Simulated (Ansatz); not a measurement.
Frontier orbitals of `NC1(N)N[SiH2]1`.

```csv
atom,x (Å),y (Å),z (Å)
N1,-1.229,-0.772,-0.503
C2,0.036,-0.221,-0.112
N3,1.151,-1.097,-0.323
N4,-0.034,0.479,1.205
Si5,0.121,1.623,-0.090
H6,-1.459,-1.568,0.088
H7,-1.164,-1.120,-1.452
H8,2.028,-0.613,-0.180
H9,1.122,-1.860,0.351
H10,-0.907,0.354,1.702
H11,-1.044,2.391,-0.584
H12,1.380,2.404,-0.102
```

Charge 0, multiplicity 1. All single points use the PBE0-D4/def2-TZVP geometry. It is one conformer, not always the lowest. Basis def2-TZVPP, the Gaussian-basis code of Ansatz.

```
functional  HOMO (eV)  LUMO (eV)  gap (eV)
       PBE      -5.33      -1.01      4.32
      BLYP      -5.22      -0.93      4.29
      PBE0      -6.61      -0.19      6.42
   r2SCAN0      -6.76       0.00      6.76
   ωB97M-V      -8.84       1.48     10.32
```

A quarter of exact exchange (PBE0) shifts PBE's HOMO by −1.28 eV and its LUMO by +0.83 eV; full exchange at long range (ωB97M-V) shifts them by −3.51 and +2.49 eV. The gap opens from 4.31 to 10.32 eV, since occupied levels lose self-interaction and empty ones feel all the electrons. A positive LUMO is unbound and depends on the basis.
